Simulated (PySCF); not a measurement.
System: sum formula AlN$_{2}$H$_{4}$Br (charge 0, singlet). 
Coordinates optimised at B3LYP-D3(BJ)/def2-TZVP (Ansatz):
```xyz
8

N     -1.4045    -1.9051    -0.1394
Al     0.0754    -0.9533    -0.0664
N      1.6866    -1.6628    -0.1092
Br    -0.1029     1.3014     0.0907
H     -2.3279    -1.5036    -0.1152
H     -1.4556    -2.9086    -0.2098
H      1.8948    -2.6459    -0.1771
H      2.5356    -1.1224    -0.0677
```
Charge 0, spin multiplicity 1.

Dispersion corrections to the total energy (kcal/mol) from the dftd3 and dftd4 libraries through PySCF: D3(BJ) without and D4 with the three-body term, each with the damping fitted for the functional named.

```json
[
 {"functional": "LC-wPBE", "D3(BJ)": "-3.74", "D4": "-4.18"},
 {"functional": "TPSS", "D3(BJ)": "-4.64", "D4": "-4.98"},
 {"functional": "B2PLYP", "D3(BJ)": "-3.37", "D4": "(withheld)"},
 {"functional": "HF", "D3(BJ)": "(withheld)", "D4": "-11.71"},
 {"functional": "HSE06", "D3(BJ)": "-2.75", "D4": "-3.00"},
 {"functional": "PW6B95", "D3(BJ)": "-2.30", "D4": "-3.03"},
 {"functional": "r2SCAN", "D3(BJ)": "(withheld)", "D4": "-0.89"}
]
```

### Question
What belongs in the gaps?

### Answer

- B2PLYP, D4: -2.60
- HF, D3(BJ): -28.42
- r2SCAN, D3(BJ): -1.04
